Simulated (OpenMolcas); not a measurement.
**Pt5+: moving or changing the point charges**

Pt5+ among 6 point charges of -1.7 e arranged as an octahedron (Oh), 1.78 Å from the ion.

| Item | Value |
| --- | --- |
| Program | OpenMolcas |
| Method | CASSCF |
| Basis | ANO-RCC-VDZP [7s6p4d2f] |
| Scalar Hamiltonian | DKH2, point nucleus |
| Active space | 5 electrons in 5 orbitals (5d) |
| State averaging | 2S+1 = 6 even, 1 root; 2S+1 = 4 even, 24 roots; 2S+1 = 2 even, 75 roots |
| Spin-orbit coupling | state interaction with AMFI integrals over the reference wave functions |

Runs around this geometry, states (labels of O, the rotations of Oh). Energies in cm-1 above the lowest state or level, χT in cm3 K/mol; 10Dq and B are least-squares fits to the states below 45000 cm-1, weighted by degeneracy, with a free offset, and given where the rms deviation is under 5 % of |10Dq| (or 100 cm-1) and under 700 cm-1.

```tsv
R (Å)	q (e)	Ground state	10Dq	B (rms of fit)	First gap with spin-orbit (degeneracies)	χT at 300 K	First state of another spin
1.78	-1.36	6A1	8978	966 (98)	350.3 (2, 4)	3.457	4T1 23610
1.71	-1.7	6A1	13424	964 (157)	867.4 (2, 4)	2.186	4T1 19153
1.78	-1.7	6A1	11163	961 (125)	548.2 (2, 4)	2.894	4T1 21453
```

Taking |10Dq| as R^-n, n = -ln(11163 / 13424) / ln(1.78 / 1.71) = 4.6 between the shortest and longest distance. The point-charge formula for a cubic d site gives n = 5.

Scaling the charges by -1.36 / -1.7 = 0.80 scales |10Dq| by 8978 / 11163 = 0.80; with fixed orbitals a first-order splitting would follow the charge.

Without dynamic correlation the repulsion within the d shell is too large (B by tens of per cent), so at a given field states of lower spin stand too high. Point charges give a weaker field than real ligands, and real ions of this kind are as a rule low spin; the high spin found here belongs to the model. This field is weak: 10Dq is about 8978 cm-1, while octahedral complexes of 5d ions of charge 3 and more, computed by the same method with explicit ligands, had a median near 35000 cm-1. Ground spin and moment need not be those of a real site (figures for R = 1.78, q = -1.36; the like holds for R = 1.71, q = -1.7, R = 1.78, q = -1.7). Spin-orbit coupling mixes the spin-free states strongly: the lowest level takes only 66 % from its leading state, 6A1 (holds for R = 1.71, q = -1.7). This is an electrostatic model: the charges have no orbitals. No measured value stands beside these numbers.
